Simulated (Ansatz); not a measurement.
Molecule: CsBr (charge +1, doublet). SMILES of the parent species: [Br][Cs]
Coordinates optimised at B3LYP-D3(BJ)/def2-TZVP (Ansatz, a program for electronic structure):
```xyz
2

Cs     0.0000     0.0000    -1.5281
Br     0.0000     0.0000     2.4014
```
Charge +1, spin multiplicity 2.

Parts of the frozen-core correlation energy in def2-SVP (Ansatz, hartree). Frozen orbitals: 18; correlated occupied orbitals by spin: 4 and 3; virtual: 34 and 35. Open shells are spin-unrestricted. No spin-orbit coupling. In def2 rows, elements after Kr have scalar-relativistic effective core potentials.

```
term                             value
-------------------------  -----------
reference (HF)             -2591.81461
MP2 opposite-spin             -0.07350
MP2 same-spin                 -0.02457
CCSD correlation              -0.11287
(T)                           -0.00142
CCSDT minus CCSD(T)           -0.00021
CCSDT(Q) minus CCSD(T)        -0.00034
T1 diagnostic                    0.005
largest doubles amplitude        0.048
<S^2> of the reference           0.756
```
